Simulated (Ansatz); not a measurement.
CH₆FNOSi (`NC[SiH](O)F`), relaxed with RKS PBE0-D4/def2-TZVP in the Gaussian-basis code of Ansatz from a PBE-D4/def2-SVP geometry. The force threshold is 0.005 eV/Å; the program also tests the step.

Total charge 0; spin multiplicity 1.

Start:

```xyz
11

N    -1.043   -0.758   -0.621
C     0.398   -0.708   -0.291
Si    0.710    0.972    0.573
O    -0.830    1.518    0.870
F     1.541    0.683    1.960
H    -1.217   -0.323   -1.536
H    -1.375   -1.727   -0.702
H     0.609   -1.474    0.486
H     1.090   -0.929   -1.138
H     1.526    1.985   -0.167
H    -1.407    0.762    0.567
```

By how much does the energy fall, and how many steps does the optimiser take? (Estimate.)

The calculation gave: 10.40 kJ/mol, in 14 steps, 2 of them rejected.

Which bonds change most? (Estimate.)

Ansatz gave: Si3–F5 from 1.643 to 1.598 Å; C2–Si3 from 1.914 to 1.881 Å; Si3–O4 from 1.661 to 1.630 Å; O4–H11 from 0.998 to 0.969 Å.

Give the relaxed structure. (Estimate.)

Ansatz gave: 
```xyz
11

N    -1.016   -0.789   -0.705
C     0.376   -0.734   -0.239
Si    0.683    0.943    0.555
O    -0.783    1.510    0.986
F     1.620    0.733    1.832
H    -1.130   -0.264   -1.563
H    -1.295   -1.741   -0.907
H     0.495   -1.465    0.569
H     1.125   -0.994   -1.000
H     1.390    1.937   -0.283
H    -1.466    0.864    0.754
```
